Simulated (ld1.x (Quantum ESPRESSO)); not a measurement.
**u(r) = r·R(r): atom against pseudo-atom (nitrogen (N))**

Columns: radius, all-electron u(r) and pseudo u(r) of the 2p shell (level -7.09 eV) of nitrogen in the configuration [He] 2s2 2p3; PBE, non-relativistic, TM scheme, ld1.x (Quantum ESPRESSO) 7.5.

```tsv
r (bohr)	all-electron	pseudo
0.075	0.0443	0.0184
0.150	0.1396	0.0717
0.225	0.2508	0.1543
0.300	0.3602	0.2580
0.375	0.4592	0.3721
0.450	0.5442	0.4858
0.525	0.6146	0.5892
0.600	0.6712	0.6748
0.675	0.7146	0.7388
0.750	0.7459	0.7807
0.825	0.7664	0.8028
0.900	0.7776	0.8092
0.975	0.7810	0.8045
1.050	0.7778	0.7930
1.125	0.7695	0.7776
1.200	0.7569	0.7604
1.275	0.7410	0.7421
1.350	0.7226	0.7228
1.425	0.7023	0.7023
1.500	0.6806	0.6806
1.575	0.6579	0.6579
1.650	0.6347	0.6347
1.725	0.6112	0.6112
1.800	0.5876	0.5876
1.875	0.5641	0.5641
1.950	0.5410	0.5410
```

Task: How many radial nodes do the two functions have?

Result: The all-electron 2p function has n − l − 1 = 0; the pseudo-wave has 0.

Task: At about which radius was the pseudo-wave matched?

Result: 1.50 bohr. The columns agree to 0.0005 from 1.35 bohr on; several derivatives are matched, so the curves merge somewhat inside the radius.

Task: Is the pseudo-wave norm-conserving?

Result: Yes: the TM scheme keeps the norm inside the radius equal to the all-electron one, which fixes the energy derivative of the logarithmic derivative at the level.
